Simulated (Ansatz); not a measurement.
Geometry optimisation, RKS B3LYP/def2-SVP (Ansatz 0.2.0).

input.yaml

```yaml
crystal:
  periodic: [false, false, false]
  atoms:
    - { symbol: B, position_ang: [-0.090914, -0.133939, -0.733254] }
    - { symbol: Si, position_ang: [-1.165285, -0.293508, 0.922355] }
    - { symbol: O, position_ang: [0.650242, -1.215429, -1.111584] }
    - { symbol: O, position_ang: [-0.166535, 1.041409, -1.422929] }
    - { symbol: H, position_ang: [1.338588, 0.67521, 1.358521] }
    - { symbol: F, position_ang: [1.988094, 0.813059, 0.73112] }
    - { symbol: H, position_ang: [-2.369727, 0.587528, 0.961991] }
    - { symbol: H, position_ang: [-0.291421, 0.160336, 2.069958] }
    - { symbol: H, position_ang: [-1.577507, -1.688437, 1.258328] }
    - { symbol: H, position_ang: [1.240532, -1.070831, -1.865001] }
    - { symbol: H, position_ang: [0.444033, 1.124602, -2.169505] }
basis:
  gaussian: { orbitals: def2-SVP }
hamiltonian:
  xc: b3lyp
relax:
  f_tol: 0.03
  max_steps: 50
```

Command:

```bash
$ ansatz run input.yaml --threads 2 --pin off --max-ram 3072MiB --backend cpu --events-out ev --progress --plain --runs-dir out
```

Problem. Where does it end, and by what steps?

Solution. It converged. After 7 steps the energy has fallen by 0.047 eV; F6 moved furthest, 0.19 Å.

```csv
step,energy less start (eV),largest force component (eV/Å),accepted
0,0.0000,0.869,yes
1,-0.0395,0.355,yes
2,0.0336,1.862,no
3,-0.0319,0.759,no
4,-0.0455,0.173,yes
5,-0.0470,0.072,yes
6,-0.0472,0.038,yes
7,-0.0473,0.030,yes
```

```xyz
11
Properties=species:S:1:pos:R:3
B -0.099 -0.144 -0.791
Si -1.171 -0.293 0.935
O 0.641 -1.224 -1.161
O -0.177 1.030 -1.476
H 1.339 0.678 1.446
F 2.064 0.868 0.892
H -2.371 0.593 0.982
H -0.277 0.166 2.065
H -1.575 -1.687 1.279
H 1.212 -1.094 -1.932
H 0.414 1.107 -2.239
```

Time of the run: 25 s on 2 threads of Arm Neoverse V1, on a shared host, peak memory 0.22 GiB.
